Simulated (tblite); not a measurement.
Run record: tight-binding relaxation, `CC#CCBN1C=CCC1`.

Computed with GFN2-xTB geometry optimisation, gas phase (tblite 0.8.0). Start geometry: from a force field or distance geometry. The command runs a driver script over a list of jobs; the input below is this job's line of settings and its coordinates in Å.

Command:
```bash
OMP_NUM_THREADS=1 python probes_run.py task.json out
```

Input:
```
{"job": {"kind": "relax", "xc": "GFN2-xTB", "basis": "xTB"}, "charge": 0, "multiplicity": 1}
C      3.429800     1.750600     0.710600
C      2.684300     0.746700    -0.060200
C      2.092100    -0.094200    -0.673900
C      1.342200    -1.091500    -1.447400
B      0.193600    -1.734000    -0.528700
N     -1.018700    -0.909300    -0.095600
C     -2.088800    -1.412800     0.669000
C     -3.001100    -0.491500     0.887100
C     -2.616600     0.793200     0.242700
C     -1.268000     0.488300    -0.405900
H      2.697300     2.424000     1.219100
H      4.053600     2.343700     0.024700
H      4.055400     1.256500     1.479000
H      0.899200    -0.632000    -2.342300
H      2.040200    -1.890200    -1.754200
H      0.245700    -2.879400    -0.248900
H     -2.148900    -2.430300     1.040700
H     -3.918800    -0.669300     1.443300
H     -2.526600     1.594800     1.017500
H     -3.371000     1.086200    -0.515200
H     -1.317300     0.636600    -1.507500
H     -0.468200     1.133300     0.026200
```

Output:
```
step      E/eV     max force
  0    -744.15009    3.950
  1    -744.42986    1.867
  2    -744.40720    4.390
  3    -744.52140    0.756
  4    -744.54548    0.680
  5    -744.57021    0.396
  6    -744.58629    0.325
  7    -744.59660    0.232
  8    -744.61055    0.259
  9    -744.61749    0.166
... (67 lines left out)
 77    -744.63821    0.015
 78    -744.63827    0.017
 79    -744.63833    0.021
 80    -744.63839    0.019
 81    -744.63845    0.016
 82    -744.63851    0.015
 83    -744.63857    0.019
 84    -744.63862    0.014
 85    -744.63866    0.011
 86    -744.63868    0.010
```

«max force» is the largest atomic force in eV/Å.

Question: From which step on does the largest force stay under 0.1 eV/Å, and how much energy is left to gain from there?

Answer: From step 11 (0.074 eV/Å), 16.6 meV above the end.

In short: energy lowered by 11.3 kcal/mol over 86 steps; largest atomic force 0.010 eV/Å at the end.

Question: Where do the atoms end?

Answer: 0.138 Å rms from the input after alignment:
```
atom  x, y, z in Å
C1     3.2670    1.7475    0.7437
C2     2.5581    0.7497   -0.0333
C3     1.9812   -0.0755   -0.6845
C4     1.2674   -1.0917   -1.4379
B5     0.1233   -1.7546   -0.5381
N6    -0.9619   -0.9898   -0.1352
C7    -2.0214   -1.4126    0.6596
C8    -2.9074   -0.4569    0.9130
C9    -2.4875    0.8258    0.2564
C10   -1.1883    0.4201   -0.4630
H11    2.5589    2.4037    1.2511
H12    3.9030    2.3520    0.0964
H13    3.8917    1.2610    1.4932
H14    0.8420   -0.6149   -2.3276
H15    1.9938   -1.8316   -1.7832
H16    0.1780   -2.8752   -0.1953
H17   -2.0364   -2.4346    0.9922
H18   -3.8007   -0.5462    1.5002
H19   -2.3169    1.6124    0.9952
H20   -3.2461    1.1883   -0.4411
H21   -1.2786    0.5322   -1.5473
H22   -0.3298    1.0101   -0.1345
```

Hardware: Arm Neoverse V1, one thread, shared host with 32 logical CPUs at a one-minute load of 26. Cost: 0.72 s.
Labels such as C1 count atoms from 1, the log's own numbers from 0.
